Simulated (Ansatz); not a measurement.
GeH8Si2 can be A, `[SiH3][GeH2][SiH3]`, or B, `[SiH3][SiH2][GeH3]`.

Gas-phase electronic energies from Ansatz, PBE0-D4/def2-TZVP geometries. CBS: MP2 limit from def2 TZ/QZ plus the TZ coupled-cluster correction, frozen cores. Functionals use def2-TZVPP. B3LYP here is the variant with VWN-RPA as its local correlation; programs differ in this. For Ge outer-core shells are correlated without core-valence functions, which leaves a few kJ/mol of doubt a bond. Scalar relativity is left out up to krypton.

Q: Which is lower in electronic energy at CCSD(T)/CBS, and by how much? (An estimate is asked.)

A: Ansatz gave: A, by 3.7 kcal/mol.

Q: Give E(B) − E(A) in kcal/mol with B2PLYP, CCSD/def2-TZVPP, ωB97M-V, B3LYP, MP2/def2-TZVPP, CCSD(T)/def2-SVP, HF/def2-TZVPP. (Best estimate.)

A: Computed: B2PLYP 3.7, CCSD/def2-TZVPP 3.6, ωB97M-V 3.8, B3LYP 3.6, MP2/def2-TZVPP 4.1, CCSD(T)/def2-SVP 2.9, HF/def2-TZVPP 3.8. None reverses the order clearly.

Q: Does the order hold for the free energy at 298.15 K (harmonic terms from PBE0-D4)? (Best estimate.)

A: The calculation gave: Yes: G(B) − G(A) = +3.1 kcal/mol.

Largest T1 diagnostic: 0.013.

At CCSD(T), def2-SVP lies −0.7 kcal/mol from the extrapolated value and def2-TZVPP −0.2 kcal/mol. Leaving LDA and LC-ωPBE aside and taking each functional with its dispersion term where it has one, the values, not all of them listed here, spread over 2.5 kcal/mol, from B97M-V to ωB97M-V.
